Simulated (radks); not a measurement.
The numbers below are computed, except where a source is named.
Species: the iron ion Fe16+. Configuration: [Ne] (the NIST ground configuration). Code: a radial shooting solver on a logarithmic mesh with Libxc functionals. Model: scalar-relativistic Kohn-Sham, exchange-only LDA, spin-unpolarised, spherical densities, finite nucleus; Fermi nuclear charge, rms radius 3.7377 fm.

Local quantities along the radius. ELF = 1/(1 + alpha^2) is the electron localisation function; alpha = (tau - tau_W)/tau_unif compares the Pauli kinetic energy density with that of the uniform gas; 4 pi r^2 rho is in e/bohr. tau is taken from the large components.

r (bohr)	ELF	alpha	4 pi r^2 rho
0.00303	1.000	0.01545	1.282
0.003362	1.000	0.01569	1.546
0.003761	1.000	0.01601	1.887
0.004207	1.000	0.01641	2.297
0.004705	1.000	0.01690	2.789
0.005263	1.000	0.01750	3.376
0.005886	1.000	0.01821	4.072
0.006584	1.000	0.01906	4.894
0.007364	1.000	0.02009	5.856
0.008237	1.000	0.02133	6.973
0.00914	0.999	0.02271	8.162
0.01022	0.999	0.02450	9.615
0.01143	0.999	0.02669	11.25
0.01279	0.999	0.02939	13.07
0.01431	0.999	0.03275	15.06
0.016	0.999	0.03698	17.19
0.0179	0.998	0.04237	19.43
0.02002	0.998	0.04935	21.71
0.02239	0.997	0.05851	23.95
0.02484	0.995	0.06975	25.92
0.02779	0.993	0.08605	27.82
0.03108	0.988	0.1086	29.36
0.03477	0.981	0.1405	30.44
0.03889	0.966	0.1865	30.97
0.04349	0.940	0.2535	30.88
0.04865	0.890	0.3522	30.21
0.05441	0.802	0.4965	29.01
0.06086	0.670	0.7013	27.48
0.06753	0.526	0.9500	25.96
0.07554	0.388	1.256	24.50
0.08449	0.301	1.525	23.54
0.0945	0.270	1.643	23.32
0.1057	0.294	1.549	23.98
0.1182	0.372	1.300	25.49
0.1322	0.493	1.014	27.59
0.1479	0.625	0.7752	29.86
0.1654	0.733	0.6043	31.73
0.1836	0.801	0.4992	32.61
0.2053	0.845	0.4287	32.21
0.2297	0.868	0.3903	30.21
0.2569	0.876	0.3766	26.71
0.2873	0.871	0.3850	22.10
0.3214	0.852	0.4174	17.00
0.3595	0.812	0.4815	12.06
0.4021	0.740	0.5933	7.815
0.4497	0.618	0.7856	4.586
0.499	0.455	1.094	2.533
0.5582	0.258	1.697	1.187
0.6243	0.107	2.894	0.4860
0.6983	0.032	5.481	0.1710
0.781	0.007	11.65	0.05084
0.8736	0.001	28.17	0.01253
0.9771	0.000	78.50	0.002505
1.093	0.000	256.1	0.0003967

On this mesh the ELF has minima near r = 0.095 bohr, which separate the shells, and maxima near 0.26 (0.88).
